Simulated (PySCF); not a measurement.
PySCF input file for Ga(H)2(OSiH3) (GaH₅OSi), SMILES [O]([GaH2])[SiH3], PBE0-D3(BJ)/def2-SVP. 

```python
import numpy as np
from pyscf import gto, scf, dft
from pyscf.geomopt import geometric_solver

mol = gto.M(
    atom='''
    Ga   -0.19657002    0.21321969    1.18792751
    H    -1.62887479    0.62667054    1.60170840
    H     1.01012429    0.04846611    2.14214330
    O     0.07596131   -0.09124578   -0.49000073
    Si    0.34679754   -0.37297621   -2.08401940
    H     1.12537091    0.76460646   -2.57907889
    H    -0.96520682   -0.46565081   -2.72734233
    H     1.08940114   -1.63226924   -2.16690580
    ''',
    basis='def2-SVP',
    charge=0,
    spin=0,
    max_memory=1600,
    verbose=3,
)
mf = dft.RKS(mol, xc='pbe0').density_fit(auxbasis='def2-universal-jkfit')
mf.disp = 'd3bj'
mf.grids.level = 3
mf.conv_tol = 1e-9
mf.max_cycle = 100
mf.kernel()
grad = mf.nuc_grad_method()
grad.grid_response = mol.nao <= 150
conv, mol_eq = geometric_solver.kernel(grad, convergence_set='GAU_TIGHT', maxsteps=100)
print(mol_eq.tostring(format='xyz'))
mf.reset(mol_eq)
mf.kernel()
```

Program output:

```
converged SCF energy = -2291.75399310331
[banner and settings of the optimiser left out]
Geometry optimization cycle 1
Cartesian coordinates (Angstrom)
 Atom        New coordinates             dX        dY        dZ
  Ga  -0.196570   0.213220   1.187928    0.000000 -0.000000  0.000000
   H  -1.628875   0.626671   1.601708    0.000000  0.000000  0.000000
   H   1.010124   0.048466   2.142143    0.000000  0.000000  0.000000
   O   0.075961  -0.091246  -0.490001    0.000000  0.000000  0.000000
  Si   0.346798  -0.372976  -2.084019    0.000000  0.000000  0.000000
   H   1.125371   0.764606  -2.579079   -0.000000  0.000000  0.000000
   H  -0.965207  -0.465651  -2.727342    0.000000  0.000000  0.000000
   H   1.089401  -1.632269  -2.166906    0.000000  0.000000  0.000000

WARN: Mole.unit (angstrom) is changed to Bohr

converged SCF energy = -2291.75399310288
--------------- DFRKS_Scanner gradients ---------------
         x                y                z
0 Ga     0.0035546197    -0.0037472864    -0.0207465158
1 H     0.0054192570    -0.0013673690    -0.0002514385
2 H    -0.0049958699     0.0009305893    -0.0022723726
3 O    -0.0029230895     0.0025949095     0.0151522977
4 Si     0.0036563961    -0.0036295814    -0.0205840963
5 H    -0.0061600922    -0.0061410953     0.0099547628
6 H     0.0074908592     0.0018634497     0.0113247360
7 H    -0.0060420804     0.0094963836     0.0074226267
----------------------------------------------
cycle 1: E = -2291.7539931  dE = -2291.75  norm(grad) = 0.041939
Step    0 : Gradient = 1.483e-02/2.138e-02 (rms/max) Energy = -2291.7539931029
Hessian Eigenvalues: 2.30000e-02 2.83189e-02 5.00000e-02 ... 2.45988e-01 3.28309e-01 4.40066e-01

Geometry optimization cycle 2
Cartesian coordinates (Angstrom)
 Atom        New coordinates             dX        dY        dZ
  Ga  -0.208329   0.226197   1.258601   -0.011759  0.012977  0.070674
   H  -1.668974   0.642157   1.642284   -0.040099  0.015487  0.040576
[...]
7 H    -0.0000035252    -0.0000033625     0.0000010196
----------------------------------------------
cycle 40: E = -2291.75950554  dE = -6.7098e-09  norm(grad) = 1.99714e-05
Step   39 : Displace = 2.051e-04/3.646e-04 (rms/max) Trust = 3.000e-01 (=) Grad = 7.061e-06/1.235e-05 (rms/max) E (change) = -2291.7595055415 (-6.710e-09) Quality = 1.659
Hessian Eigenvalues: 2.08420e-04 3.51251e-04 7.93667e-04 ... 2.11107e-01 2.94606e-01 4.92320e-01

Geometry optimization cycle 41
Cartesian coordinates (Angstrom)
 Atom        New coordinates             dX        dY        dZ
  Ga  -0.079191   0.245640   1.183362    0.001467 -0.002332  0.000628
   H  -1.638526   0.364017   1.180404    0.001451 -0.002629  0.002157
   H   0.936148   0.390302   2.356161    0.002498 -0.003553 -0.000118
   O   0.682059  -0.110849  -0.392800    0.000188 -0.000306 -0.000464
  Si   0.321431  -0.384166  -1.982026   -0.001087  0.001718 -0.000545
   H   0.988681   0.640149  -2.842064   -0.002143  0.003098  0.000277
   H  -1.156526  -0.315415  -2.227726   -0.001319  0.001612  0.000805
   H   0.802927  -1.738857  -2.390877   -0.001055  0.002392 -0.002741
converged SCF energy = -2291.75950555221
--------------- DFRKS_Scanner gradients ---------------
         x                y                z
0 Ga    -0.0000202938     0.0000003672     0.0000078985
1 H     0.0000069550     0.0000004991     0.0000036699
2 H     0.0000021655     0.0000003123    -0.0000026568
3 O     0.0000134504     0.0000034401     0.0000124549
4 Si     0.0000066719    -0.0000002268    -0.0000266037
5 H    -0.0000041976     0.0000016577     0.0000038457
6 H     0.0000001702    -0.0000014877    -0.0000014246
7 H    -0.0000049216    -0.0000045620     0.0000028161
----------------------------------------------
cycle 41: E = -2291.75950555  dE = -1.06661e-08  norm(grad) = 4.17239e-05
Step   40 : Displace = 9.661e-05/1.471e-04 (rms/max) Trust = 3.000e-01 (=) Grad = 1.475e-05/2.743e-05 (rms/max) E (change) = -2291.7595055522 (-1.067e-08) Quality = 1.650
Hessian Eigenvalues: 1.09882e-04 3.37914e-04 6.65178e-04 ... 2.05843e-01 2.94750e-01 5.50752e-01

Geometry optimization cycle 42
Cartesian coordinates (Angstrom)
 Atom        New coordinates             dX        dY        dZ
  Ga  -0.075631   0.241735   1.184479    0.003560 -0.003905  0.001118
   H  -1.634957   0.360229   1.184793    0.003568 -0.003788  0.004389
   H   0.941992   0.383928   2.355597    0.005844 -0.006374 -0.000564
   O   0.682556  -0.111600  -0.393873    0.000497 -0.000752 -0.001073
  Si   0.318815  -0.381323  -1.983009   -0.002616  0.002844 -0.000982
   H   0.983730   0.645401  -2.841986   -0.004951  0.005252  0.000079
   H  -1.159680  -0.312766  -2.225521   -0.003154  0.002649  0.002206
   H   0.800179  -1.734784  -2.396049   -0.002748  0.004073 -0.005172
converged SCF energy = -2291.75950556971
--------------- DFRKS_Scanner gradients ---------------
         x                y                z
0 Ga    -0.0000201526    -0.0000001067     0.0000087400
1 H     0.0000067278     0.0000007137     0.0000044416
2 H     0.0000014674     0.0000004277    -0.0000036671
3 O     0.0000144912     0.0000031080     0.0000118795
4 Si     0.0000099635    -0.0000006513    -0.0000255613
5 H    -0.0000056242     0.0000024557     0.0000037745
6 H    -0.0000010117    -0.0000013653    -0.0000023830
7 H    -0.0000058613    -0.0000045817     0.0000027758
----------------------------------------------
cycle 42: E = -2291.75950557  dE = -1.74928e-08  norm(grad) = 4.24404e-05
Step   41 : Displace = 3.861e-04/6.454e-04 (rms/max) Trust = 3.000e-01 (=) Grad = 1.500e-05/2.744e-05 (rms/max) E (change) = -2291.7595055697 (-1.749e-08) Quality = 1.523
Hessian Eigenvalues: 8.19703e-05 3.34707e-04 6.05130e-04 ... 2.05216e-01 2.94368e-01 5.12435e-01

Geometry optimization cycle 43
Cartesian coordinates (Angstrom)
 Atom        New coordinates             dX        dY        dZ
  Ga  -0.071965   0.239261   1.185307    0.003666 -0.002474  0.000828
   H  -1.631242   0.358443   1.188643    0.003715 -0.001786  0.003850
   H   0.947887   0.379409   2.354734    0.005895 -0.004519 -0.000863
   O   0.683062  -0.112314  -0.394947    0.000506 -0.000713 -0.001074
  Si   0.316115  -0.379545  -1.983762   -0.002700  0.001778 -0.000753
   H   0.978959   0.648760  -2.842462   -0.004771  0.003358 -0.000476
   H  -1.162896  -0.311035  -2.223078   -0.003216  0.001731  0.002442
   H   0.797084  -1.732159  -2.400002   -0.003095  0.002625 -0.003954
converged SCF energy = -2291.75950557979
--------------- DFRKS_Scanner gradients ---------------
         x                y                z
0 Ga    -0.0000149194     0.0000004746     0.0000076812
1 H     0.0000052628     0.0000002493     0.0000025377
2 H     0.0000017103     0.0000003263    -0.0000019369
3 O     0.0000101147     0.0000020943     0.0000086443
4 Si     0.0000042961    -0.0000016656    -0.0000211716
5 H    -0.0000035166     0.0000018359     0.0000028002
6 H     0.0000005668    -0.0000009335    -0.0000006975
7 H    -0.0000035147    -0.0000023814     0.0000021425
----------------------------------------------
cycle 43: E = -2291.75950558  dE = -1.00804e-08  norm(grad) = 3.19617e-05
Step   42 : Displace = 4.736e-04/8.248e-04 (rms/max) Trust = 3.000e-01 (=) Grad = 1.130e-05/2.167e-05 (rms/max) E (change) = -2291.7595055798 (-1.008e-08) Quality = 1.253
Hessian Eigenvalues: 9.77130e-05 3.19590e-04 5.37289e-04 ... 2.04479e-01 2.93337e-01 4.65093e-01

Geometry optimization cycle 44
Cartesian coordinates (Angstrom)
 Atom        New coordinates             dX        dY        dZ
  Ga  -0.070927   0.239500   1.185330    0.001038  0.000239  0.000023
   H  -1.630177   0.359216   1.189252    0.001066  0.000773  0.000609
   H   0.949420   0.379400   2.354352    0.001533 -0.000009 -0.000383
   O   0.683260  -0.112500  -0.395220    0.000198 -0.000186 -0.000272
  Si   0.315366  -0.379744  -1.983798   -0.000749 -0.000199 -0.000036
   H   0.977792   0.648465  -2.842945   -0.001167 -0.000294 -0.000484
   H  -1.163782  -0.311141  -2.222235   -0.000887 -0.000106  0.000844
   H   0.796052  -1.732376  -2.400303   -0.001032 -0.000217 -0.000301
converged SCF energy = -2291.75950558304
--------------- DFRKS_Scanner gradients ---------------
         x                y                z
0 Ga    -0.0000056235     0.0000003915     0.0000040018
1 H     0.0000020523     0.0000000000     0.0000006916
2 H     0.0000006992     0.0000002393    -0.0000007389
3 O     0.0000037271     0.0000006284     0.0000029276
4 Si     0.0000007463    -0.0000013523    -0.0000089315
5 H    -0.0000012083     0.0000007775     0.0000009461
6 H     0.0000006226    -0.0000003644     0.0000001167
7 H    -0.0000010157    -0.0000003201     0.0000009867
----------------------------------------------
cycle 44: E = -2291.75950558  dE = -3.25372e-09  norm(grad) = 1.28136e-05
Step   43 : Displace = 2.077e-04/3.688e-04 (rms/max) Trust = 3.000e-01 (=) Grad = 4.530e-06/9.064e-06 (rms/max) E (change) = -2291.7595055830 (-3.254e-09) Quality = 1.313
Hessian Eigenvalues: 1.06992e-04 2.98101e-04 5.20361e-04 ... 2.04821e-01 2.91118e-01 4.20839e-01

Geometry optimization cycle 45
Cartesian coordinates (Angstrom)
 Atom        New coordinates             dX        dY        dZ
  Ga  -0.071087   0.240145   1.185168   -0.000160  0.000645 -0.000162
   H  -1.630335   0.359999   1.188789   -0.000159  0.000783 -0.000463
   H   0.949069   0.380336   2.354320   -0.000351  0.000937 -0.000032
   O   0.683284  -0.112446  -0.395155    0.000024  0.000054  0.000065
  Si   0.315496  -0.380221  -1.983659    0.000130 -0.000477  0.000139
   H   0.978120   0.647590  -2.843135    0.000328 -0.000876 -0.000190
   H  -1.163627  -0.311536  -2.222243    0.000156 -0.000395 -0.000008
   H   0.796084  -1.733046  -2.399652    0.000032 -0.000671  0.000651
converged SCF energy = -2291.75950558352
--------------- DFRKS_Scanner gradients ---------------
         x                y                z
0 Ga     0.0000002762     0.0000000449     0.0000012281
1 H    -0.0000002876    -0.0000000791    -0.0000000880
2 H    -0.0000003328     0.0000001789    -0.0000004491
3 O     0.0000004700     0.0000001617     0.0000003755
4 Si     0.0000003459    -0.0000004504    -0.0000008301
5 H    -0.0000001413     0.0000002964    -0.0000002520
6 H    -0.0000005298    -0.0000000754    -0.0000000002
7 H     0.0000001994    -0.0000000770     0.0000000158
----------------------------------------------
cycle 45: E = -2291.75950558  dE = -4.74756e-10  norm(grad) = 1.98265e-06
Step   44 : Displace = 5.715e-05/9.380e-05 (rms/max) Trust = 3.000e-01 (=) Grad = 7.010e-07/1.260e-06 (rms/max) E (change) = -2291.7595055835 (-4.748e-10) Quality = 0.969
Hessian Eigenvalues: 1.41491e-04 2.63659e-04 5.25727e-04 ... 2.04808e-01 2.89458e-01 3.98534e-01

Geometry optimization cycle 46
Cartesian coordinates (Angstrom)
 Atom        New coordinates             dX        dY        dZ
  Ga  -0.070752   0.239993   1.185229    0.000335 -0.000152  0.000061
   H  -1.629998   0.359870   1.189142    0.000338 -0.000129  0.000353
   H   0.949617   0.380072   2.354211    0.000548 -0.000264 -0.000108
   O   0.683324  -0.112479  -0.395259    0.000040 -0.000033 -0.000104
  Si   0.315248  -0.380110  -1.983718   -0.000248  0.000110 -0.000059
   H   0.977748   0.647755  -2.843224   -0.000373  0.000165 -0.000089
   H  -1.163915  -0.311370  -2.222034   -0.000288  0.000166  0.000209
   H   0.795732  -1.732910  -2.399915   -0.000351  0.000137 -0.000262
converged SCF energy = -2291.75950558353
--------------- DFRKS_Scanner gradients ---------------
         x                y                z
0 Ga     0.0000012944    -0.0000002647    -0.0000004021
1 H    -0.0000005508    -0.0000001119    -0.0000000598
2 H    -0.0000003016     0.0000001892    -0.0000001347
3 O    -0.0000005485     0.0000001258    -0.0000005067
4 Si     0.0000003042     0.0000001624     0.0000017991
5 H    -0.0000000417     0.0000000349    -0.0000003309
6 H    -0.0000005086    -0.0000001155    -0.0000000559
7 H     0.0000003527    -0.0000000203    -0.0000003090
----------------------------------------------
cycle 46: E = -2291.75950558  dE = -9.54969e-12  norm(grad) = 2.62841e-06
Step   45 : Displace = 5.887e-06/9.194e-06 (rms/max) Trust = 3.000e-01 (=) Grad = 9.293e-07/1.832e-06 (rms/max) E (change) = -2291.7595055835 (-9.550e-12) Quality = 0.142
Hessian Eigenvalues: 1.41491e-04 2.63659e-04 5.25727e-04 ... 2.04808e-01 2.89458e-01 3.98534e-01
Converged! =D

8
XYZ from PySCF
Ga         -0.07075186        0.23999308        1.18522888
H          -1.62999750        0.35986982        1.18914208
H           0.94961655        0.38007216        2.35421123
O           0.68332358       -0.11247917       -0.39525865
Si          0.31524762       -0.38011006       -1.98371806
H           0.97774750        0.64775507       -2.84322440
H          -1.16391462       -0.31137029       -2.22203416
H           0.79573231       -1.73290985       -2.39991489
converged SCF energy = -2291.75950558352
```

The run converged.

Cost: around 5 core-minutes (rough).
